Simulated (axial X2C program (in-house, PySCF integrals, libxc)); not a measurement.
Ω levels of CSmO from open-shell CI on f(δφ)4 f(π)0

Computed with an axial X2C code built on PySCF integrals: two-component X2C with atomic mean-field Coulomb and Gaunt terms, basis C dyall-v3z, Sm dyall-v3z, O dyall-v3z (cores contracted in-house). Orbitals come from Hartree–Fock averaged over the configuration Sm f(δφ)4 f(π)0; CI then distributes these electrons over the f(δφ), f(π) shells of Sm.

C–Sm–O held linear, bonds 2.090 and 1.720 Å (the second held) (near the minimum of the configuration average).

Active spinors (ω > 0):

```json
{"shell": "f(δφ)", "ω": "3/2", "ε (eV)": "-0.15", "character": "99% Sm f"}
{"shell": "f(δφ)", "ω": "5/2", "ε (eV)": "0.24", "character": "100% Sm f"}
{"shell": "f(δφ)", "ω": "7/2", "ε (eV)": "1.59", "character": "100% Sm f"}
{"shell": "f(δφ)", "ω": "5/2", "ε (eV)": "1.69", "character": "100% Sm f"}
{"shell": "f(π)", "ω": "1/2", "ε (eV)": "7.57", "character": "59% Sm f, 16% Sm d, 10% C p"}
{"shell": "f(π)", "ω": "3/2", "ε (eV)": "8.17", "character": "46% Sm f, 20% C p, 18% Sm p"}
```

Lowest levels of this model:

```csv
Ω,energy (cm⁻¹),g∥,μ (D),configuration
0,0,0.00,-0.12,100% f(δφ)4
1,1553,3.59,-0.14,100% f(δφ)4
2,4764,7.21,-0.16,100% f(δφ)4
0,12089,0.00,-0.13,100% f(δφ)4
6,12415,13.75,-0.10,100% f(δφ)4
5,12936,11.32,-0.14,100% f(δφ)4
5,15123,10.89,-0.14,100% f(δφ)4
0,16848,0.00,-0.10,100% f(δφ)4
10,16956,20.64,-0.16,100% f(δφ)4
4,17071,6.79,-0.16,100% f(δφ)4
1,18606,2.55,-0.16,100% f(δφ)4
4,19826,8.57,-0.16,100% f(δφ)4
6,19829,12.23,-0.14,100% f(δφ)4
5,20078,10.06,-0.16,100% f(δφ)4
0,22640,0.00,-0.10,100% f(δφ)4
7,23435,15.37,-0.16,100% f(δφ)4
1,24547,3.10,-0.13,100% f(δφ)4
3,25039,4.63,-0.16,100% f(δφ)4
2,26253,5.41,-0.16,100% f(δφ)4
1,26926,2.47,-0.13,100% f(δφ)4
0,27037,0.00,-0.14,100% f(δφ)4
```

g∥ is the magnitude of 2⟨Lz + ge Sz⟩ for the +Ω component. μ is positive if the O end is positive.

This point took 4.4 s on 1 thread of Arm Neoverse V1, on a shared host.

Dynamic correlation is missing, so gaps between terms are too wide and other configurations may lie lower; the lowest level listed is that of this model, not necessarily the ground state. At most 6 roots were kept for each Ω > 0 (twice that for Ω = 0) within 3.5 eV of the lowest, so higher up levels can be missing between those listed; levels with Ω > 0 are doubly degenerate and listed once, Ω = 0 levels singly. Some active spinors are only partly of the character that their shell is named for, so the shell names and counts are nominal. States that fill the shells left empty in the average are placed too high. The molecule was held linear; bending was not examined.
